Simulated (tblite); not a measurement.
**Question.** What does the GFN2-xTB structure of InChI=1S/C5H8ClO2/c1-4(6)5-2-7-3-8-5/h5H,2-3H2,1H3/t5-/m1/s1 look like in three dimensions? (Doublet state.)

**Answer.** 
Z-matrix in Å and degrees, rows numbered from 1:
```
C 
C   1  1.4806
Cl  2  1.7038  1  118.43
C   2  1.4847  1  122.07  3  -165.22
C   4  1.5563  2  112.61  1   -65.25
O   5  1.4059  4  103.36  2    95.59
C   6  1.3938  5  104.59  4    35.99
O   7  1.4036  6  107.62  5   -36.37
H   1  1.0882  2  109.31  3  -165.56
H   1  1.0897  2  110.86  3   -44.43
H   1  1.0960  2  111.51  3    75.31
H   4  1.0956  2  110.48  1   169.63
H   5  1.0882  4  113.36  2   -21.93
H   5  1.0980  4  110.14  2  -146.00
H   7  1.1085  6  110.76  5    83.13
H   7  1.0939  6  109.24  5  -155.77
```

C2 (carbon bonded to 2 C and Cl) is almost planar (angles 122.1°, 118.4° and 117.9°, sum 358.4°, 0.11 Å off the plane of its three neighbours). Of the pairs four or more bonds apart, O6···H9 is among the closest relative to their van der Waals radii: 2.59 Å, 95 % of the sum of Bondi's values. The 4 C–O bonds span 1.394 Å (O6–C7, drawn single) to 1.433 Å (C4–O8, drawn single), a spread of 0.039 Å. O6 (oxygen bonded to 2 C) is bent (angle 104.6°).

Computed geometry: GFN2-xTB, gas phase. This method treats the open shell by occupation alone, without spin polarisation.

Point group: C1 (no symmetry element, even within 0.4 Å). Its GFN2-xTB frequencies are all real (lowest 39 cm⁻¹). Torsions: C1–C2–C4–C5 -65°, C2–C4–C5–O6 96°, C4–C5–O6–C7 36°, C5–O6–C7–O8 -36°, O6–C7–O8–C4 21°.

Time: 1.2 s wall. Hardware: one thread of an Arm Neoverse V1, shared host. These figures are those of the optimisation.

One conformer stands for the species.
